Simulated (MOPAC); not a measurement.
Input for MOPAC: PM3 on AlH5N2O (SMILES [NH2][Al]([NH2])[OH]), a point of a torsion scan.

```
PM3 1SCF PRECISE CHARGE=0 THREADS=1
AlH5N2O

N      1.11975000 1    -1.21419102 1     0.18752584 1
Al     0.54474068 1     0.30230643 1    -0.57591590 1
N      0.57375083 1     1.80442823 1     0.37970304 1
O      0.02787312 1     0.31965982 1    -2.14036537 1
H      2.05659077 1    -1.29620551 1     0.55395414 1
H      0.87931352 1    -2.10365244 1    -0.23284900 1
H      0.81076667 1     1.84560634 1     1.35781779 1
H      0.27231308 1     2.71374926 1     0.06384980 1
H     -0.31045415 1     0.48054462 1    -3.00748598 1
```

The log:

```
*******************************************************************************
 **                                                                           **
 **                              MOPAC v23.2.5                                **
 **                                                                           **
 *******************************************************************************
 ** MOPAC's Digital Object Identifier: https://doi.org/10.5281/zenodo.6511958 **
 **                                                                           **
 ** Please cite the open-source release paper for use of this MOPAC version:  **
 ** J. E. Moussa and J. J. P. Stewart (2026)                                  **
 ** MOPAC: An open-source semiempirical molecular orbital program             **
 ** J. Open Source Softw., 11(119), 8025, https://doi.org/10.21105/joss.08025 **
 *******************************************************************************

                              PM3 CALCULATION RESULTS

 *******************************************************************************
 *  PM3        - The PM3 Hamiltonian to be used
 *
 *
 *
 *                 CHARGE ON SYSTEM = 0
 *
 *
 *
 *  PRECISE    - TIGHTER CRITERIA TO BE USED
 *  1SCF       - DO 1 SCF AND THEN STOP
 *  THREADS=1  - MULTI-THREADING NOT USED
 *  T=         - A TIME OF 172800.0 SECONDS REQUESTED
 *  DUMP=N     - RESTART FILE WRITTEN EVERY 7200.0 SECONDS REQUESTED
 *******************************************************************************
PM3 1SCF PRECISE CHARGE=0 THREADS=1
 AlH5N2O

   ATOM   CHEMICAL          X               Y               Z
  NUMBER   SYMBOL      (ANGSTROMS)     (ANGSTROMS)     (ANGSTROMS)

     1       N          1.11975000  *  -1.21419102  *   0.18752584  *
     2      Al          0.54474068  *   0.30230643  *  -0.57591590  *
     3       N          0.57375083  *   1.80442823  *   0.37970304  *
     4       O          0.02787312  *   0.31965982  *  -2.14036537  *
     5       H          2.05659077  *  -1.29620551  *   0.55395414  *
     6       H          0.87931352  *  -2.10365244  *  -0.23284900  *
     7       H          0.81076667  *   1.84560634  *   1.35781779  *
     8       H          0.27231308  *   2.71374926  *   0.06384980  *
     9       H         -0.31045415  *   0.48054462  *  -3.00748598  *



          CARTESIAN COORDINATES

    NO.       ATOM           X           Y           Z

     1         N          1.1198     -1.2142      0.1875
     2        Al          0.5447      0.3023     -0.5759
     3         N          0.5738      1.8044      0.3797
     4         O          0.0279      0.3197     -2.1404
     5         H          2.0566     -1.2962      0.5540
     6         H          0.8793     -2.1037     -0.2328
     7         H          0.8108      1.8456      1.3578
     8         H          0.2723      2.7137      0.0638
     9         H         -0.3105      0.4805     -3.0075

  H: (PM3): J. J. P. STEWART, J. COMP. CHEM. 10, 209 (1989).
  N: (PM3): J. J. P. STEWART, J. COMP. CHEM. 10, 209 (1989).
  O: (PM3): J. J. P. STEWART, J. COMP. CHEM. 10, 209 (1989).
 Al: (PM3): J. J. P. STEWART, J. COMP. CHEM. 10, 209 (1989).

           Empirical Formula: H5 N2 O Al  =     9 atoms



      MOLECULAR POINT GROUP   :   C1


      RHF CALCULATION, NO. OF DOUBLY OCCUPIED LEVELS = 12


 -------------------------------------------------------------------------------
 PM3 1SCF PRECISE CHARGE=0 THREADS=1
 AlH5N2O



     1SCF WAS SPECIFIED, SO BFGS WAS NOT USED
     SCF FIELD WAS ACHIEVED


                              PM3 CALCULATION
                                                       MOPAC v23.2.5 Linux




          FINAL HEAT OF FORMATION =       -103.33455 KCAL/MOL =    -432.35176 KJ/MOL


          COSMO AREA              =        109.04 SQUARE ANGSTROMS
          COSMO VOLUME            =         92.88 CUBIC ANGSTROMS

          IONIZATION POTENTIAL    =          8.520625 EV
          HOMO LUMO ENERGIES (EV) =         -8.521 -0.580
          NO. OF FILLED LEVELS    =         12
          MOLECULAR WEIGHT        =         76.0338         POINT GROUP:  C1

          MOLECULAR DIMENSIONS (Angstroms)

            Atom       Atom       Distance
            H     8    H     6     4.86455
            H     9    H     7     4.47118
            H     5    H     6     1.00169


          SCF CALCULATIONS        =          1





   ATOM   CHEMICAL          X               Y               Z
  NUMBER   SYMBOL      (ANGSTROMS)     (ANGSTROMS)     (ANGSTROMS)

     1       N          1.11975000  *  -1.21419102  *   0.18752584  *
     2      Al          0.54474068  *   0.30230643  *  -0.57591590  *
     3       N          0.57375083  *   1.80442823  *   0.37970304  *
     4       O          0.02787312  *   0.31965982  *  -2.14036537  *
     5       H          2.05659077  *  -1.29620551  *   0.55395414  *
     6       H          0.87931352  *  -2.10365244  *  -0.23284900  *
     7       H          0.81076667  *   1.84560634  *   1.35781779  *
     8       H          0.27231308  *   2.71374926  *   0.06384980  *
     9       H         -0.31045415  *   0.48054462  *  -3.00748598  *

                             CARTESIAN COORDINATES

   1    N        1.119750000    -1.214191020     0.187525840
   2   Al        0.544740680     0.302306430    -0.575915900
   3    N        0.573750830     1.804428230     0.379703040
   4    O        0.027873120     0.319659820    -2.140365370
   5    H        2.056590770    -1.296205510     0.553954140
   6    H        0.879313520    -2.103652440    -0.232849000
   7    H        0.810766670     1.845606340     1.357817790
   8    H        0.272313080     2.713749260     0.063849800
   9    H       -0.310454150     0.480544620    -3.007485980


           Empirical Formula: H5 N2 O Al  =     9 atoms



      MOLECULAR POINT GROUP   :   C1


                  EIGENVALUES
 -35.50771 -27.25780 -26.93974 -16.64719 -15.07086 -14.69069 -13.13213 -12.57181
 -12.02672 -10.84215  -9.36004  -8.52062  -0.58041   1.04729   1.18437   2.84461
   4.66923   5.01422   5.72190   5.90714   6.26315


              NET ATOMIC CHARGES AND DIPOLE CONTRIBUTIONS

  ATOM NO.   TYPE          CHARGE      No. of ELECS.   s-Pop       p-Pop
    1          N          -0.196383        5.1964     1.42114     3.77524
    2         Al           0.614583        2.3854     0.53861     1.84681
    3          N          -0.161891        5.1619     1.39109     3.77080
    4          O          -0.632903        6.6329     1.69394     4.93896
    5          H           0.030050        0.9699     0.96995
    6          H           0.027765        0.9722     0.97223
    7          H           0.032140        0.9679     0.96786
    8          H           0.032677        0.9673     0.96732
    9          H           0.253961        0.7460     0.74604
 DIPOLE           X         Y         Z       TOTAL
 POINT-CHG.     0.224     0.492     0.934     1.080
 HYBRID         0.047     0.291    -0.922     0.968
 SUM            0.271     0.784     0.013     0.829


          ATOMIC ORBITAL ELECTRON POPULATIONS

     Atom    s        px        py        pz
    1  N   1.42114   1.17851   1.06476   1.53197
    2 Al   0.53861   0.65703   0.68403   0.50575
    3  N   1.39109   1.61106   1.09337   1.06637
    4  O   1.69394   1.75274   1.88174   1.30448
    5  H   0.96995
    6  H   0.97223
    7  H   0.96786
    8  H   0.96732
    9  H   0.74604

 **********************
 *                    *
 * JOB ENDED NORMALLY *
 *                    *
 **********************




 == MOPAC DONE ==
```

The run finished.

Cost: very roughly 0.020 core-seconds.
